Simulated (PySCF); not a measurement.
BeCl₂, triplet, at a GFN2-xTB geometry (such geometries of metal compounds can be far from the true shape) (a higher spin typed on purpose: for a closed-shell molecule this is an excited state), atoms displaced at random by about 0.05 Å a coordinate; PySCF with PBE0/6-31G.

Input for PySCF:
```python
from pyscf import gto, scf, dft
from pyscf.geomopt import geometric_solver

mol = gto.Mole()
mol.atom = '''
    Be    0.87574862   -0.62101974    0.70504696
    Cl    0.83638671    0.36835966   -0.96046692
    Cl   -1.02542285   -0.11261651    0.80202904
'''
mol.basis = '6-31g'
mol.spin = 2
mol.verbose = 3
mol.build()

def method(m):
    mf = dft.UKS(m)
    mf.xc = 'pbe0'
    return mf

conv, mol_eq = geometric_solver.kernel(method(mol), maxsteps=100, convergence_set='TURBOMOLE')
print('optimisation converged:', conv)
print(mol_eq.tostring(format='xyz'))
mf = method(mol_eq)
mf.kernel()
```

What the program printed (banner, timings and long lists left out):

```
Custom engine selected.
Bonds will be generated from interatomic distances less than 1.20 times sum of covalent radii
9 internal coordinates being used (instead of 9 Cartesians)
Internal coordinate system (atoms numbered from 1):
Distance 1-2
Distance 1-3
Angle 2-1-3
Translation-X 1-3
Translation-Y 1-3
Translation-Z 1-3
Rotation-A 1-3
Rotation-B 1-3
Rotation-C 1-3
<class 'geometric.internal.Distance'> : 2
<class 'geometric.internal.Angle'> : 1
<class 'geometric.internal.TranslationX'> : 1
<class 'geometric.internal.TranslationY'> : 1
<class 'geometric.internal.TranslationZ'> : 1
<class 'geometric.internal.RotationA'> : 1
<class 'geometric.internal.RotationB'> : 1
<class 'geometric.internal.RotationC'> : 1
> ===== Optimization Info: ====
> Job type: Energy minimization
> Maximum number of optimization cycles: 100
> Initial / maximum trust radius (Angstrom): 0.100 / 0.300
> Convergence Criteria:
> Will converge when all 5 criteria are reached:
>  |Delta-E| < 1.00e-06
>  RMS-Grad  < 5.00e-04
>  Max-Grad  < 1.00e-03
>  RMS-Disp  < 5.00e-04
>  Max-Disp  < 1.00e-03
> === End Optimization Info ===

Geometry optimization cycle 1
Cartesian coordinates (Angstrom)
 Atom        New coordinates             dX        dY        dZ
  Be   0.875749  -0.621020   0.705047    0.000000  0.000000 -0.000000
  Cl   0.836387   0.368360  -0.960467    0.000000  0.000000  0.000000
  Cl  -1.025423  -0.112617   0.802029    0.000000  0.000000  0.000000

WARN: Mole.unit (angstrom) is changed to Bohr

converged SCF energy = -934.71954433669  <S^2> = 2.0022918  2S+1 = 3.0015275
--------------- UKS_Scanner gradients ---------------
         x                y                z
0 Be    -0.0126794490     0.0126081993    -0.0150578876
1 Cl    -0.0096992029    -0.0119828780     0.0251353900
2 Cl     0.0223696677    -0.0006901762    -0.0100975137
----------------------------------------------
cycle 1: E = -934.719544337  dE = -934.72  norm(grad) = 0.0449307
Step    0 : Gradient = 2.594e-02/2.949e-02 (rms/max) Energy = -934.7195443367
[...]
Geometry optimization cycle 2
Cartesian coordinates (Angstrom)
 Atom        New coordinates             dX        dY        dZ
  Be   0.854387  -0.606777   0.692046   -0.021362  0.014243 -0.013000
  Cl   0.934730   0.385860  -1.038168    0.098343  0.017501 -0.077701
  Cl  -1.102286  -0.143509   0.892993   -0.076863 -0.030893  0.090964

converged SCF energy = -934.722839959706  <S^2> = 2.0027865  2S+1 = 3.0018571
--------------- UKS_Scanner gradients ---------------
         x                y                z
0 Be    -0.0050337283     0.0053282362    -0.0065258640
1 Cl     0.0044026718    -0.0028895839     0.0025860296
2 Cl     0.0006850716    -0.0024822192     0.0039253303
----------------------------------------------
cycle 2: E = -934.72283996  dE = -0.00329562  norm(grad) = 0.0123602
Step    1 : Displace = 1.032e-01/1.264e-01 (rms/max) Trust = 1.000e-01 (=) Grad = 7.136e-03/9.814e-03 (rms/max) E (change) = -934.7228399597 (-3.296e-03) Quality = 0.532
[...]
Geometry optimization cycle 3
Cartesian coordinates (Angstrom)
 Atom        New coordinates             dX        dY        dZ
  Be   0.871132  -0.621559   0.709281    0.016745 -0.014783  0.017234
  Cl   0.906160   0.390823  -1.029319   -0.028570  0.004963  0.008849
  Cl  -1.091897  -0.132281   0.867374    0.010389  0.011228 -0.025620

converged SCF energy = -934.723602578901  <S^2> = 2.0027302  2S+1 = 3.0018196
--------------- UKS_Scanner gradients ---------------
         x                y                z
0 Be    -0.0031626358     0.0033677870    -0.0041325546
1 Cl     0.0022803385    -0.0020207264     0.0021061841
2 Cl     0.0009280230    -0.0014258717     0.0020155988
----------------------------------------------
cycle 3: E = -934.723602579  dE = -0.000762619  norm(grad) = 0.00768756
Step    2 : Displace = 2.945e-02/3.021e-02 (rms/max) Trust = 1.000e-01 (=) Grad = 4.438e-03/6.199e-03 (rms/max) E (change) = -934.7236025789 (-7.626e-04) Quality = 1.571
[...]
[...]
converged SCF energy = -934.723907753718  <S^2> = 2.0026721  2S+1 = 3.0017808
Step    3 : Displace = 3.717e-02/3.829e-02 (rms/max) Trust = 1.414e-01 (+) Grad = 1.547e-03/2.019e-03 (rms/max) E (change) = -934.7239077537 (-3.052e-04) Quality = 0.841
converged SCF energy = -934.723937942157  <S^2> = 2.0027061  2S+1 = 3.0018035
Step    4 : Displace = 7.890e-03/9.364e-03 (rms/max) Trust = 2.000e-01 (+) Grad = 4.883e-04/6.084e-04 (rms/max) E (change) = -934.7239379422 (-3.019e-05) Quality = 1.126
converged SCF energy = -934.72394022036  <S^2> = 2.0027134  2S+1 = 3.0018084
Step    5 : Displace = 1.289e-03/1.557e-03 (rms/max) Trust = 2.828e-01 (+) Grad = 1.642e-04/1.878e-04 (rms/max) E (change) = -934.7239402204 (-2.278e-06) Quality = 1.059
converged SCF energy = -934.7239405276  <S^2> = 2.0027159  2S+1 = 3.0018101
[...]
--------------- UKS_Scanner gradients ---------------
         x                y                z
0 Be     0.0001643975    -0.0000736832     0.0000403403
1 Cl    -0.0000086996    -0.0000487664    -0.0001232909
2 Cl    -0.0001591354     0.0000437960     0.0000641999
----------------------------------------------
cycle 7: E = -934.723940528  dE = -3.07239e-07  norm(grad) = 0.000288273
Step    6 : Displace = 7.791e-04/1.006e-03 (rms/max) Trust = 3.000e-01 (+) Grad = 1.664e-04/1.846e-04 (rms/max) E (change) = -934.7239405276 (-3.072e-07) Quality = 0.359
[...]
Geometry optimization cycle 8
Cartesian coordinates (Angstrom)
 Atom        New coordinates             dX        dY        dZ
  Be   0.887026  -0.635569   0.736522   -0.001695  0.001986  0.002447
  Cl   0.886760   0.421340  -1.017226    0.003897  0.009975  0.004505
  Cl  -1.090883  -0.122045   0.832848   -0.001925 -0.000753 -0.004647

converged SCF energy = -934.723940230375  <S^2> = 2.0027177  2S+1 = 3.0018113
--------------- UKS_Scanner gradients ---------------
         x                y                z
0 Be     0.0001430056    -0.0001949536     0.0002520171
1 Cl    -0.0000065200     0.0000837111    -0.0003394230
2 Cl    -0.0001414939     0.0000383087     0.0000598112
----------------------------------------------
cycle 8: E = -934.72394023  dE = 2.97225e-07  norm(grad) = 0.000518935
Step    7 : Displace = 1.040e-03/1.291e-03 (rms/max) Trust = 3.000e-01 (=) Grad = 2.996e-04/3.497e-04 (rms/max) E (change) = -934.7239402304 (+2.972e-07) Quality = -0.221
Poor-quality step dominated by net translation/rotation detected; will project out net forces and torques past this point.
[...]
Geometry optimization cycle 9
Cartesian coordinates (Angstrom)
 Atom        New coordinates             dX        dY        dZ
  Be   0.885373  -0.633446   0.738142   -0.001653  0.002124  0.001620
  Cl   0.890304   0.429688  -1.012526    0.003544  0.008348  0.004700
  Cl  -1.092423  -0.122796   0.828926   -0.001540 -0.000751 -0.003923

converged SCF energy = -934.723940240415  <S^2> = 2.0027166  2S+1 = 3.0018105
--------------- UKS_Scanner gradients ---------------
         x                y                z
0 Be     0.0000396406    -0.0001878330     0.0002871778
1 Cl    -0.0000153414     0.0001054488    -0.0003622702
2 Cl    -0.0000285499     0.0000150345     0.0000400078
----------------------------------------------
cycle 9: E = -934.72394024  dE = -1.004e-08  norm(grad) = 0.000514354
Step    8 : Displace = 5.186e-04/6.048e-04 (rms/max) Trust = 5.202e-04 (-) Grad = 2.879e-04/3.551e-04 (rms/max) E (change) = -934.7239402404 (-1.004e-08) Quality = 0.006
[...]
Geometry optimization cycle 10
Cartesian coordinates (Angstrom)
 Atom        New coordinates             dX        dY        dZ
  Be   0.885366  -0.633343   0.737894   -0.000007  0.000102 -0.000248
  Cl   0.890213   0.429515  -1.012231   -0.000091 -0.000173  0.000295
  Cl  -1.092322  -0.122760   0.828874    0.000101  0.000036 -0.000052

converged SCF energy = -934.723940551169  <S^2> = 2.0027151  2S+1 = 3.0018095
--------------- UKS_Scanner gradients ---------------
         x                y                z
0 Be     0.0000101426    -0.0001439629     0.0002289224
1 Cl    -0.0000336379     0.0000637093    -0.0002855154
2 Cl     0.0000194456     0.0000129064     0.0000214431
----------------------------------------------
cycle 10: E = -934.723940551  dE = -3.10754e-07  norm(grad) = 0.000401183
Step    9 : Displace = 2.634e-04/3.520e-04 (rms/max) Trust = 2.593e-04 (-) Grad = 2.204e-04/2.721e-04 (rms/max) E (change) = -934.7239405512 (-3.108e-07) Quality = 0.924
[...]
Converged! =D

optimisation converged: True
3
XYZ from PySCF
Be          0.88536594       -0.63334332        0.73789444
Cl          0.89021326        0.42951475       -1.01223070
Cl         -1.09232234       -0.12276014        0.82887389

converged SCF energy = -934.723940551542  <S^2> = 2.0027151  2S+1 = 3.0018095
```
